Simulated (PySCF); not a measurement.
System (SMILES): F[SiH] (F-SiH) (closed-shell singlet).
Geometry (B3LYP-D3(BJ)/def2-TZVP, fixed):
```xyz
3

Si    -0.2468    -0.3148     0.4521
H     -0.9813    -1.2112    -0.5591
F      0.4929     0.6243    -0.6411
```

How fast the lowest singlet excitation energy converges with the basis for several methods (PySCF): deviation from each method's own reference, in eV. References: CAM-B3LYP 3.070 eV, the value in aug-pcseg-3; PBE 2.956 eV, the value in aug-pcseg-3; PBE0 3.068 eV, the value in aug-pcseg-3. All functions are spherical. Density fitting with generated auxiliary sets. In sets without p functions on hydrogen, species with hydrogen take exact integrals. No added dispersion term, no relativity. Tamm-Dancoff approximation, the state taken by its order.

```
basis              functions  CAM-B3LYP     PBE        PBE0
-----------------  ---------  ---------  ------  ----------
STO-3G                    15      0.655   0.581  (withheld)
pcseg-0                   24     -0.096  -0.083  (withheld)
def2-SV(P)                34      0.075   0.057  (withheld)
6-31G*                    34      0.064   0.044  (withheld)
6-31+G*                   42      0.027   0.023  (withheld)
cc-pV(D+d)Z               42      0.042   0.025  (withheld)
aug-pcseg-1               59     -0.035  -0.027  (withheld)
def2-TZVP                 74      0.019   0.020  (withheld)
cc-pV(T+d)Z               83      0.030   0.030  (withheld)
def2-TZVPD                92      0.008   0.013  (withheld)
6-311++G(3df,3pd)        104     -0.001   0.000  (withheld)
aug-cc-pV(Q+d)Z          215      0.002   0.003  (withheld)
```

Task: What belongs in the gaps?

Result: 
- STO-3G, PBE0: 0.655
- pcseg-0, PBE0: -0.094
- def2-SV(P), PBE0: 0.068
- 6-31G*, PBE0: 0.067
- 6-31+G*, PBE0: 0.034
- cc-pV(D+d)Z, PBE0: 0.037
- aug-pcseg-1, PBE0: -0.024
- def2-TZVP, PBE0: 0.020
- cc-pV(T+d)Z, PBE0: 0.029
- def2-TZVPD, PBE0: 0.009
- 6-311++G(3df,3pd), PBE0: -0.002
- aug-cc-pV(Q+d)Z, PBE0: 0.002

Mean absolute deviation over def2-TZVP, cc-pV(T+d)Z, def2-TZVPD, 6-311++G(3df,3pd): CAM-B3LYP 0.015, PBE0 0.015, PBE 0.016 eV.
